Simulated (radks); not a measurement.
Ionisation ladder of antimony, from Sb XLV to Sb LI. Each ion is in the ground configuration listed by NIST, and IE = E(next ion) - E(this ion), with E = 0 for the bare nucleus. Method: scalar-relativistic Kohn-Sham, PBEsol, spin-polarised, spherical densities, finite nucleus; open shells are filled with parallel spins first (spin-orbit coupling, left out, can overturn this in heavy ions); Fermi nuclear charge, rms radius 4.6802 fm; computed with a radial shooting solver on a logarithmic mesh with Libxc functionals.

| species | configuration | E (hartree) | IE, Delta-SCF (eV) | -e(HOMO) (eV) | HOMO | <r> HOMO (bohr) | IE, NIST (eV) | kind | error (eV) |
|---|---|---|---|---|---|---|---|---|---|
| Sb XLV | [He] 2s2 2p3 | -4144.26749 | 7507.6 | 7398.4 | 2p up | 0.102 | 7390 | theory | +117.6 |
| Sb XLVI | [He] 2s2 2p2 | -3868.36705 | 7728.6 | 7620.0 | 2p up | 0.101 | 7887 | theory | -158.4 |
| Sb XLVII | [He] 2s2 2p1 | -3584.34545 | 7945.8 | 7839.7 | 2p up | 0.100 | 8140 | theory | -194.2 |
| Sb XLVIII | [He] 2s2 | -3292.34264 | 8465.9 | 8385.5 | 2s | 0.116 | 8455 | theory | +10.9 |
| Sb XLIX | [He] 2s1 | -2981.22555 | 8678.7 | 8597.3 | 2s up | 0.115 | 8669.5 | theory | +9.2 |
| Sb L | [He] | -2662.29021 | 35767 | 35438 | 1s | 0.0283 | 35710.0 | theory | +57.0 |
| Sb LI | 1s1 | -1347.87765 | 36678 | 36344 | 1s up | 0.0280 | 36668.2 | theory | +9.4 |

Reference values: NIST Atomic Spectra Database (exp. = measured, semi-emp. = semi-empirical, theory = theoretical value adopted there). The ionisation energy per charge of the ion left behind rises most, in proportion, at Sb L ([He]), from 177.12 to 715.34 eV. Open shells are spherical and high-spin; term and fine-structure splittings are not resolved. Spin-orbit splitting is averaged out at the scalar-relativistic level.
